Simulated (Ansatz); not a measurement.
Isolated molecules relaxed with PBE0-D4/def2-TZVP in Ansatz; ΔE leaves out vibrations. CCSD(T)/CBS is the MP2 limit (def2-TZVPP, def2-QZVPP) plus CCSD(T) − MP2 in def2-TZVPP, frozen cores. Functionals use def2-TZVPP. B3LYP here is the variant with VWN-RPA as its local correlation; programs differ in this. One conformer a species, not always the lowest.

Reaction (isomerisation): `B/C(O)=C(\O)F` → `CC(=O)OBF`

```tsv
level	ΔE (kJ/mol)	difference from CCSD(T)/CBS
PBE-D4	-383.4	38.6
r2SCAN-D4	-403.8	18.2
PBE0-D4	-398.6	23.4
B3LYP-D4	-411.4	10.6
ωB97X-V	-418.7	3.3
ωB97M-V	-415.1	6.9
B2PLYP	-424.4	-2.4
PBE	-384.8	37.2
r2SCAN	-404.0	18.0
PBE0	-399.7	22.3
B3LYP	-413.7	8.3
HF/def2-TZVPP	-459.7	-37.7
MP2/def2-TZVPP	-433.4	-11.4
SCS-MP2/def2-TZVPP	-436.7	-14.7
CCSD/def2-TZVPP	-432.5	-10.5
CCSD(T)/def2-TZVPP	-425.3	-3.3
HF/def2-QZVPP	-459.9	-37.9
MP2/def2-QZVPP	-431.5	-9.5
SCS-MP2/def2-QZVPP	-435.3	-13.3
HF/CBS(def2)	-459.9	-37.9
MP2/CBS(def2)	-430.0	-8.0
CCSD/CBS(def2)	-429.1	-7.1
CCSD(T)/CBS	-422.0	0
```

Largest T1 diagnostic among the species: 0.015.

From PBE to PBE0 (25 % exact exchange), in def2-TZVPP and without D4, ΔE moves by −14.9 kJ/mol. In def2-TZVPP, CCSD(T) changes the Hartree–Fock value by +34.4 kJ/mol (the triples alone add +7.1 kJ/mol) and MP2 by +26.4 kJ/mol.
